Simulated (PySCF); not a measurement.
# Reading the logs of faulty runs: AlBH3NO

Calculated results; nothing here was measured. The program is PySCF 2.14.0, an open-source quantum chemistry code, run on an isolated molecule that a program drew, which may never have been made. The molecule is AlBH3NO (charge 0, singlet), drawn as the SMILES string `B=[N][AlH][OH]`.

Each row is a Hartree-Fock (HF) and frozen-core CCSD(T) single point in the cc-pV(D+d)Z basis, meant for a local HF minimum. Run 1 is clean. Each other run has one planted mistake out of seven kinds, and not every kind appears here: one electron removed, one electron added, multiplicity raised by two, geometry at a saddle point, minimal basis STO-3G, one bond length entered in bohr, all coordinates scaled. The reference is restricted for singlets and unrestricted otherwise, and also for a bond in bohr. Adding or removing an electron swaps singlet and doublet. Electrons count all cores. HOMO and LUMO are orbital energies over both spins, the gradient is its largest component, and the lowest frequency (negative if imaginary) is given only where the gradient is small. Bond lengths are over the 6 bonds as drawn. T1 is the CCSD diagnostic: over 0.02 (restricted) or 0.045 (unrestricted) a single reference is doubtful.

Geometry of the clean run:
```xyz
7
AlBH3NO, angstrom
B    -3.6753    0.1560   -2.0574
N    -2.4585    0.4064   -2.1631
Al   -0.7198    0.7290   -2.2363
O    -0.0210    1.4448   -3.5951
H    -4.8207   -0.0776   -1.9625
H     0.2439    0.3699   -1.0571
H    -0.4463    1.7237   -4.3884
```

| run | electrons | basis functions | <S^2> | HOMO (eV) | LUMO (eV) | gradient (hartree/bohr) | lowest frequency (cm^-1) | mean bond (Å) | longest bond (Å) | T1 | HF (hartree) | CCSD(T) (hartree) | mistake |
|---|---|---|---|---|---|---|---|---|---|---|---|---|---|
| 1 | 36 | 80 | 0.000 | -11.35 | 2.45 | 3.3e-05 | 123 | 1.3973 | 1.770 | 0.0168 | -397.78257 | -398.30882 | no fault |
| 2 | 37 | 80 | 0.814 | 1.62 | 8.06 | 3.0e-02 | - | 1.3973 | 1.770 | 0.0222 | -397.70684 | -398.25255 | one electron added |
| 3 | 36 | 27 | 0.000 | -8.34 | 8.71 | 6.8e-02 | - | 1.3973 | 1.770 | 0.0222 | -392.79610 | -393.01692 | ? |
| 4 | 36 | 80 | 1.015 | -6.97 | -0.26 | 7.4e-02 | - | 1.6597 | 3.345 | 0.0225 | -397.59463 | -398.08443 | ? |

**Which mistake was planted in run 3, and what did it cost?**

It has 27 basis functions where the clean run has 80, with the same electrons and geometry. So the mistake is: minimal basis STO-3G. Subtracting run 1 and multiplying by 627.51 kcal/mol a hartree, the energy moved by 3129.1 kcal/mol in HF and 3320.7 kcal/mol in CCSD(T).

**Which mistake was planted in run 4, and what did it cost?**

The mean bond changes by a factor of 1.188 and the longest by 1.890, so the molecule wasn't scaled as a whole. A length L in bohr read as angstrom grows by (1/0.5292 - 1) L = 0.890 L. The 6 bonds together grew by 6 x 0.2624 = 1.574 Å, which gives L = 1.770 Å. That is bond N2-Al3, 1.770 Å in the clean geometry. So the mistake is: one bond length entered in bohr. Subtracting run 1 and multiplying by 627.51 kcal/mol a hartree, the energy moved by 117.9 kcal/mol in HF and 140.8 kcal/mol in CCSD(T).

Cautions from the logs. Run 2: the HOMO is above zero, so the electron isn't bound and the energy depends on the basis; run 3: T1 is over the limit, so its CCSD(T) energy is less reliable.
